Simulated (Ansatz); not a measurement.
Dissociation curve of SeNa (cation, charge +1), lowest singlet found (which spin is the ground state isn't settled by this scan).

Computed with: RCCSD(T) = CCSD(T) on RHF/aug-cc-pVDZ, cores with 3d frozen run with Ansatz (a quantum-chemistry and plane-wave program); FCI = full CI/aug-cc-pVDZ, cores with 3d frozen (Ansatz).

Energies relative to the lowest point of each curve between 2.51 and 3.86 Å, where full CI is lowest, in mEh:

```tsv
R / Å	RCCSD(T)
2.39	26.2
2.60	9.2
2.81	2.0
2.97	0.2
3.11	0.0
3.22	0.4
3.86	6.0
4.14	8.4
5.10	13.4
6.24	15.6
7.18	16.4
8.22	16.8
```

### Question
Estimate the FCI values at these points.

### Answer
2.39: 26.4; 2.60: 9.2; 2.81: 2.0; 2.97: 0.2; 3.11: 0.0; 3.22: 0.5; 3.86: 6.4; 4.14: 8.9; 5.10: 14.4; 6.24: 17.1; 7.18: 18.0; 8.22: 18.6 (mEh).

Also computed but left out beside FCI, since their determinant holds another spin at the minimum (<S²> over 0.7 above the pure value): UHF, UMP2, UCCSD, UCCSD(T), UKS-PBE, UKS-BLYP, UKS-B3LYP/6-31G*, UKS-M06-2X/6-31G*, UKS-B3LYP/LANL2DZ, UKS-B3LYP/3-21G.
